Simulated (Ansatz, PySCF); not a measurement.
Constitutional and geometric isomers with formula H2F2Si2. Isolated molecules, 0 K electronic values unless said otherwise. Strings in code marks are SMILES.

Quantity: vertical ionisation energy (energy after one electron is removed minus that of the parent at the parent's geometry), in eV. The restricted reference of `F/[SiH]=[SiH]/F` and `F/[SiH]=[SiH]\F` is unstable towards unrestricted orbitals.

Level 1: frozen-core CCSD(T)/cc-pVTZ // r2SCAN-D4/def2-TZVP (Ansatz, a first-principles code)
Level 2: PBE-D3(BJ)/def2-TZVP // r2SCAN-D4/def2-TZVP (PySCF)
Level 3: B3LYP/6-31G* // r2SCAN-D4/def2-TZVP (PySCF)
Level 4: SVWN5/6-31G* // r2SCAN-D4/def2-TZVP (PySCF)

```json
[
 {"species": "`F/[SiH]=[SiH]\\F`", "level 2": "8.50", "level 3": "8.45", "level 4": "8.55"},
 {"species": "`F/[SiH]=[SiH]/F`", "level 2": "8.39", "level 3": "8.34", "level 4": "8.43"}
]
```

Problem. What does level 1 give for each?

Solution. 
- `F/[SiH]=[SiH]\F`: 8.66
- `F/[SiH]=[SiH]/F`: 8.57
